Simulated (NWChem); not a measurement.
# SiH₃O₄ anion

```xyz
8

O     -0.0012     1.5710     0.3322
Si     0.0002     0.0255     0.0052
O     -1.4225    -0.5781    -0.7319
O      1.2282    -0.5075    -1.0623
O      0.1965    -1.0168     1.3497
H     -1.8948     0.1587    -1.1319
H      1.9387     0.1413    -1.0592
H     -0.0451    -0.5350     2.1468
```
Atoms are numbered in this order, from 1.

Program: NWChem. Pople sets run with spherical d functions. Sets without diffuse functions describe the anion's extra electron poorly. The geometry was optimised at B3LYP/def2-SVPD. Not confirmed as a minimum by frequencies. Atomic charges in e: unrestrained fits to the electrostatic potential beside Mulliken populations; buried atoms are poorly determined by the fit.

**Question.** Predict the results for Hartree-Fock/6-31G*. Quantities: ESP O1; Mulliken O1; ESP Si2; Mulliken Si2; ESP O3; Mulliken O3; ESP O4; Mulliken O4; ESP O5; Mulliken O5; relative RMS misfit of the potential (%).

**Answer.** 
```json
{
  "ESP O1": "-1.08",
  "Mulliken O1": "-0.97",
  "ESP Si2": "1.46",
  "Mulliken Si2": "1.46",
  "ESP O3": "-0.83",
  "Mulliken O3": "-0.94",
  "ESP O4": "-0.83",
  "Mulliken O4": "-0.93",
  "ESP O5": "-0.82",
  "Mulliken O5": "-0.93",
  "relative RMS misfit of the potential (%)": "3"
}
```
